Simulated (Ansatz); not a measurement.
Start from `CC(C)OBS` and change one atom or group to get `CC(C)[O][MgH]`.

Ansatz, PBE0-D4/def2-TZVP geometries, multiplicity 1. Each molecule was computed in one conformer, which needn't be the lowest.

| property | `CC(C)OBS` |
| --- | --- |
| size of the dipole moment (B3LYP/def2-TZVPP) / D | 2.32 |
| LUMO energy (PBE0/def2-TZVPP) / eV | 0.05 |
| HOMO–LUMO gap (PBE/def2-TZVPP) / eV | 5.36 |
| HOMO energy (PBE/def2-TZVPP) / eV | -6.25 |
| size of the dipole moment (ωB97M-V/def2-TZVPP) / D | 2.35 |
| HOMO energy (ωB97M-V/def2-TZVPP) / eV | -9.66 |

Problem. What does the change do to each property? (Estimate.)

Solution. Ansatz gave: 
| property | `CC(C)[O][MgH]` | shift |
| --- | --- | --- |
| size of the dipole moment (B3LYP/def2-TZVPP) / D | 0.15 | -2.17 |
| LUMO energy (PBE0/def2-TZVPP) / eV | -0.56 | -0.61 |
| HOMO–LUMO gap (PBE/def2-TZVPP) / eV | 4.37 | -0.99 |
| HOMO energy (PBE/def2-TZVPP) / eV | -5.66 | 0.59 |
| size of the dipole moment (ωB97M-V/def2-TZVPP) / D | 0.19 | -2.16 |
| HOMO energy (ωB97M-V/def2-TZVPP) / eV | -9.51 | 0.15 |

With PBE0 the HOMO rises by 0.38 eV and the LUMO falls by 0.61 eV, so the gap narrows by about 0.99 eV. PBE moves the HOMO by 0.59 eV and ωB97M-V by 0.15 eV. Dipoles are sizes alone; their direction can turn.

B3LYP here is the variant with VWN-RPA as its local correlation; programs differ in this.
